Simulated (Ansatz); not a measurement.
Ansatz (a first-principles code) input file for C2H8O3Sn, SMILES [Sn]([OH])([CH2]C)([OH])[OH] (connectivity only; charge and spin as stated), charge +1, multiplicity 2, PBE-D3(BJ)/def2-SVP. 

Ansatz 0.2 input:
```yaml
crystal:
  periodic: [false, false, false]
  atoms:
    - {symbol: O, position_ang: [-0.01716344, 1.47904885, 1.33689126]}
    - {symbol: Sn, position_ang: [0.33191876, 0.15829142, -0.00866043]}
    - {symbol: O, position_ang: [1.07098763, -1.45521200, 0.72096519]}
    - {symbol: O, position_ang: [1.33193388, 0.83206155, -1.49535319]}
    - {symbol: C, position_ang: [-1.87790741, -0.52309679, -0.81905350]}
    - {symbol: C, position_ang: [-2.56856722, -1.27410416, 0.22272895]}
    - {symbol: H, position_ang: [0.05595646, 1.22248102, 2.26287563]}
    - {symbol: H, position_ang: [1.76615861, -1.90288848, 0.22577461]}
    - {symbol: H, position_ang: [1.36546559, 1.78411693, -1.64247918]}
    - {symbol: H, position_ang: [-2.25154398, 0.47428285, -1.03846694]}
    - {symbol: H, position_ang: [-1.52908239, -1.08344938, -1.68345642]}
    - {symbol: H, position_ang: [-2.83797344, -0.66925053, 1.08891522]}
    - {symbol: H, position_ang: [-2.05054621, -2.18939455, 0.51688286]}
    - {symbol: H, position_ang: [-3.52158899, -1.61445017, -0.21910300]}
basis:
  gaussian:
    orbitals: def2-SVP
hamiltonian:
  xc: pbe
  dispersion: d3bj
total_charge: 1
magnetization: {spin_polarized: true, initial_magnetization: 1}
relax: {f_tol: 0.002, max_steps: 200}
```

Output:

```
WARN ansatz: RAYON_NUM_THREADS=2 ignored (pool sized by the plan → 2); use --threads N
Functional definition: PBE
integrals: 0.09 GiB planned
1500 factors; their error is unknown
mean field: 0.58 GiB planned
mean field evaluation 1: about -14118.8674 eV, gradient 9.3e1 eV
mean field evaluation 2: about -13975.1900 eV, gradient 1.9e2 eV
mean field evaluation 4: about -14142.2355 eV, gradient 4.2e1 eV
mean field evaluation 8: about -14152.9529 eV, gradient 2.8e0 eV
mean field evaluation 16: about -14152.9495 eV, gradient 1.3e-2 eV
mean field evaluation 32: about -14151.9100 eV, gradient 3.8e0 eV
mean field -14152.94949974 eV, -520.1113009017 hartree, gradient 1.5e-5 eV, S^2 0.753254; 2 other end points of the search recorded, 0 dependent functions left out
the calculation of the forces begins
reference -14152.94954572 eV, -520.1113025914 hartree; 33, 32 occupied and 103, 104 virtual orbitals, 1500 factors
relax step   1: F+E_penalty+E_count = -14153.22789247 eV  Δ(F+E_penalty+E_count) = +0.000e0 eV  max|allowed force component| = 1.337e0 eV/Å  Δτ_max = 0.0000 Å  (73 SCF iters, accepted)
these checks for a lower state are left out or cut short: starts, cluster_reference, orbital_swaps, neighbouring_geometries, increment
integrals: 0.09 GiB planned
1500 factors; their error is unknown
mean field: 0.58 GiB planned
mean field -14153.15316413 eV, -520.1187854300 hartree, gradient 2.3e-5 eV, S^2 0.753615; 0 other end points of the search recorded, 0 dependent functions left out
the calculation of the forces begins
reference -14153.15320931 eV, -520.1187870905 hartree; 33, 32 occupied and 103, 104 virtual orbitals, 1500 factors
[...]
integrals: 0.09 GiB planned
1500 factors; their error is unknown
mean field: 0.57 GiB planned
mean field -14153.20103054 eV, -520.1205444882 hartree, gradient 1.4e-5 eV, S^2 0.753719; 0 other end points of the search recorded, 0 dependent functions left out
the calculation of the forces begins
reference -14153.20107592 eV, -520.1205461559 hartree; 33, 32 occupied and 103, 104 virtual orbitals, 1500 factors
relax step  17: F+E_penalty+E_count = -14153.48059282 eV  Δ(F+E_penalty+E_count) = -1.614e-4 eV  max|allowed force component| = 9.293e-3 eV/Å  Δτ_max = 0.0446 Å  (38 SCF iters, accepted)
these checks for a lower state are left out or cut short: starts, cluster_reference, orbital_swaps, neighbouring_geometries, increment
integrals: 0.08 GiB planned
1500 factors; their error is unknown
mean field: 0.57 GiB planned
mean field -14153.19992688 eV, -520.1205039295 hartree, gradient 2.6e-5 eV, S^2 0.753731; 0 other end points of the search recorded, 0 dependent functions left out
the calculation of the forces begins
reference -14153.19997261 eV, -520.1205056101 hartree; 33, 32 occupied and 103, 104 virtual orbitals, 1500 factors
relax step  18: F+E_penalty+E_count = -14153.47883265 eV  Δ(F+E_penalty+E_count) = +1.760e-3 eV  max|allowed force component| = 1.610e-1 eV/Å  Δτ_max = 0.1375 Å  (37 SCF iters, rejected (line search))
these checks for a lower state are left out or cut short: starts, cluster_reference, orbital_swaps, neighbouring_geometries, increment
integrals: 0.09 GiB planned
1500 factors; their error is unknown
mean field: 0.57 GiB planned
mean field evaluation 160: about -14153.2012 eV, gradient 1.3e-5 eV
mean field -14153.20117866 eV, -520.1205499313 hartree, gradient 1.3e-5 eV, S^2 0.753715; 0 other end points of the search recorded, 0 dependent functions left out
the calculation of the forces begins
reference -14153.20122409 eV, -520.1205516011 hartree; 33, 32 occupied and 103, 104 virtual orbitals, 1500 factors
relax step  19: F+E_penalty+E_count = -14153.48067984 eV  Δ(F+E_penalty+E_count) = -8.701e-5 eV  max|allowed force component| = 5.854e-3 eV/Å  Δτ_max = 0.0257 Å  (38 SCF iters, accepted)
these checks for a lower state are left out or cut short: starts, cluster_reference, orbital_swaps, neighbouring_geometries, increment
integrals: 0.08 GiB planned
1500 factors; their error is unknown
mean field: 0.57 GiB planned
mean field -14153.20140171 eV, -520.1205581284 hartree, gradient 1.3e-5 eV, S^2 0.753714; 0 other end points of the search recorded, 0 dependent functions left out
the calculation of the forces begins
reference -14153.20144734 eV, -520.1205598054 hartree; 33, 32 occupied and 103, 104 virtual orbitals, 1500 factors
relax step  20: F+E_penalty+E_count = -14153.48065044 eV  Δ(F+E_penalty+E_count) = +2.939e-5 eV  max|allowed force component| = 5.006e-2 eV/Å  Δτ_max = 0.0739 Å  (37 SCF iters, rejected (line search))
these checks for a lower state are left out or cut short: starts, cluster_reference, orbital_swaps, neighbouring_geometries, increment
integrals: 0.08 GiB planned
1500 factors; their error is unknown
mean field: 0.57 GiB planned
mean field -14153.20134868 eV, -520.1205561797 hartree, gradient 1.4e-5 eV, S^2 0.753713; 0 other end points of the search recorded, 0 dependent functions left out
the calculation of the forces begins
reference -14153.20139421 eV, -520.1205578528 hartree; 33, 32 occupied and 103, 104 virtual orbitals, 1500 factors
relax step  21: F+E_penalty+E_count = -14153.48076760 eV  Δ(F+E_penalty+E_count) = -8.776e-5 eV  max|allowed force component| = 5.569e-3 eV/Å  Δτ_max = 0.0360 Å  (37 SCF iters, accepted)
these checks for a lower state are left out or cut short: starts, cluster_reference, orbital_swaps, neighbouring_geometries, increment
integrals: 0.08 GiB planned
1500 factors; their error is unknown
mean field: 0.57 GiB planned
mean field -14153.20149110 eV, -520.1205614134 hartree, gradient 2.6e-5 eV, S^2 0.753711; 0 other end points of the search recorded, 0 dependent functions left out
the calculation of the forces begins
reference -14153.20153672 eV, -520.1205630901 hartree; 33, 32 occupied and 103, 104 virtual orbitals, 1500 factors
relax step  22: F+E_penalty+E_count = -14153.48080059 eV  Δ(F+E_penalty+E_count) = -3.299e-5 eV  max|allowed force component| = 1.996e-2 eV/Å  Δτ_max = 0.0359 Å  (37 SCF iters, accepted)
these checks for a lower state are left out or cut short: starts, cluster_reference, orbital_swaps, neighbouring_geometries, increment
integrals: 0.08 GiB planned
1500 factors; their error is unknown
mean field: 0.57 GiB planned
mean field -14153.20147183 eV, -520.1205607054 hartree, gradient 2.2e-5 eV, S^2 0.753710; 0 other end points of the search recorded, 0 dependent functions left out
the calculation of the forces begins
reference -14153.20151746 eV, -520.1205623821 hartree; 33, 32 occupied and 103, 104 virtual orbitals, 1500 factors
relax step  23: F+E_penalty+E_count = -14153.48081807 eV  Δ(F+E_penalty+E_count) = -1.749e-5 eV  max|allowed force component| = 1.499e-2 eV/Å  Δτ_max = 0.0041 Å  (30 SCF iters, accepted)
these checks for a lower state are left out or cut short: starts, cluster_reference, orbital_swaps, neighbouring_geometries, increment
integrals: 0.08 GiB planned
1500 factors; their error is unknown
mean field: 0.57 GiB planned
mean field evaluation 192: about -14153.2015 eV, gradient 1.2e-5 eV
mean field -14153.20148321 eV, -520.1205611235 hartree, gradient 1.2e-5 eV, S^2 0.753709; 0 other end points of the search recorded, 0 dependent functions left out
the calculation of the forces begins
reference -14153.20152884 eV, -520.1205628004 hartree; 33, 32 occupied and 103, 104 virtual orbitals, 1500 factors
relax step  24: F+E_penalty+E_count = -14153.48083176 eV  Δ(F+E_penalty+E_count) = -1.369e-5 eV  max|allowed force component| = 9.291e-3 eV/Å  Δτ_max = 0.0022 Å  (29 SCF iters, accepted)
these checks for a lower state are left out or cut short: starts, cluster_reference, orbital_swaps, neighbouring_geometries, increment
integrals: 0.08 GiB planned
1500 factors; their error is unknown
mean field: 0.57 GiB planned
mean field -14153.20154146 eV, -520.1205632642 hartree, gradient 2.5e-5 eV, S^2 0.753706; 0 other end points of the search recorded, 0 dependent functions left out
the calculation of the forces begins
reference -14153.20158713 eV, -520.1205649426 hartree; 33, 32 occupied and 103, 104 virtual orbitals, 1500 factors
relax step  25: F+E_penalty+E_count = -14153.48085522 eV  Δ(F+E_penalty+E_count) = -2.345e-5 eV  max|allowed force component| = 3.222e-3 eV/Å  Δτ_max = 0.0170 Å  (38 SCF iters, accepted)
these checks for a lower state are left out or cut short: starts, cluster_reference, orbital_swaps, neighbouring_geometries, increment
integrals: 0.08 GiB planned
1500 factors; their error is unknown
mean field: 0.57 GiB planned
mean field -14153.20160211 eV, -520.1205654930 hartree, gradient 2.5e-5 eV, S^2 0.753704; 0 other end points of the search recorded, 0 dependent functions left out
the calculation of the forces begins
reference -14153.20164783 eV, -520.1205671730 hartree; 33, 32 occupied and 103, 104 virtual orbitals, 1500 factors
relax step  26: F+E_penalty+E_count = -14153.48086539 eV  Δ(F+E_penalty+E_count) = -1.017e-5 eV  max|allowed force component| = 2.352e-3 eV/Å  Δτ_max = 0.0199 Å  (37 SCF iters, accepted)
these checks for a lower state are left out or cut short: starts, cluster_reference, orbital_swaps, neighbouring_geometries, increment
integrals: 0.08 GiB planned
1500 factors; their error is unknown
mean field: 0.57 GiB planned
mean field -14153.20164091 eV, -520.1205669187 hartree, gradient 1.3e-5 eV, S^2 0.753703; 0 other end points of the search recorded, 0 dependent functions left out
the calculation of the forces begins
reference -14153.20168665 eV, -520.1205685996 hartree; 33, 32 occupied and 103, 104 virtual orbitals, 1500 factors
relax step  27: F+E_penalty+E_count = -14153.48086778 eV  Δ(F+E_penalty+E_count) = -2.394e-6 eV  max|allowed force component| = 2.403e-3 eV/Å  Δτ_max = 0.0130 Å  (37 SCF iters, accepted)
these checks for a lower state are left out or cut short: starts, cluster_reference, orbital_swaps, neighbouring_geometries, increment
integrals: 0.08 GiB planned
1500 factors; their error is unknown
mean field: 0.57 GiB planned
mean field -14153.20164358 eV, -520.1205670171 hartree, gradient 1.4e-5 eV, S^2 0.753702; 0 other end points of the search recorded, 0 dependent functions left out
the calculation of the forces begins
reference -14153.20168933 eV, -520.1205686981 hartree; 33, 32 occupied and 103, 104 virtual orbitals, 1500 factors
relax step  28: F+E_penalty+E_count = -14153.48086831 eV  Δ(F+E_penalty+E_count) = -5.214e-7 eV  max|allowed force component| = 9.065e-4 eV/Å  Δτ_max = 0.0012 Å  (28 SCF iters, accepted)
integrals: 0.08 GiB planned
1500 factors; their error is unknown
mean field: 0.57 GiB planned
mean field evaluation 224: about -13965.4824 eV, gradient 1.9e2 eV
mean field evaluation 256: about -14152.9568 eV, gradient 2.9e0 eV
mean field -14153.20164358 eV, -520.1205670171 hartree, gradient 1.4e-5 eV, S^2 0.753702; 5 other end points of the search recorded, 0 dependent functions left out
the calculation of the forces begins
reference -14153.20168933 eV, -520.1205686981 hartree; 33, 32 occupied and 103, 104 virtual orbitals, 1500 factors
Total energy: -14153.48091405 eV, -520.1308300173 hartree
Atom 0 at    -0.006677     1.745412     1.221426 Å, force     0.000059    -0.000105    -0.000502 eV/Å
Atom 1 at     0.289117     0.176697     0.038696 Å, force    -0.000036     0.000472     0.000234 eV/Å
Atom 2 at     0.886937    -1.478323     0.955998 Å, force    -0.000092    -0.000162     0.000322 eV/Å
Atom 3 at     1.281761     0.573467    -1.633480 Å, force     0.000021    -0.000520    -0.000191 eV/Å
Atom 4 at    -1.891951    -0.353773    -0.707750 Å, force    -0.000779    -0.000371     0.000252 eV/Å
Atom 5 at    -2.464828    -1.437471     0.125449 Å, force     0.000436    -0.000184     0.000907 eV/Å
Atom 6 at     0.088921     1.526846     2.175756 Å, force     0.000060    -0.000142     0.000219 eV/Å
Atom 7 at     1.615847    -1.931146     0.475455 Å, force     0.000106    -0.000014    -0.000150 eV/Å
Atom 8 at     1.412104     1.536395    -1.786170 Å, force    -0.000021     0.000488     0.000106 eV/Å
Atom 9 at    -2.307109     0.667217    -0.587372 Å, force     0.000338    -0.000476    -0.000345 eV/Å
Atom 10 at    -1.590199    -0.596069    -1.746915 Å, force    -0.000253     0.000357     0.000418 eV/Å
Atom 11 at    -2.652746    -1.149625     1.178495 Å, force     0.000312    -0.000174    -0.000872 eV/Å
Atom 12 at    -1.911303    -2.394524     0.069774 Å, force    -0.000382     0.000679     0.000084 eV/Å
Atom 13 at    -3.481826    -1.646664    -0.310899 Å, force     0.000230     0.000151    -0.000482 eV/Å
Dipole moment:    -0.514694    -0.169923    -0.096486 e Å
```

Self-consistency was reached.

Cost: very roughly 4 core-minutes.
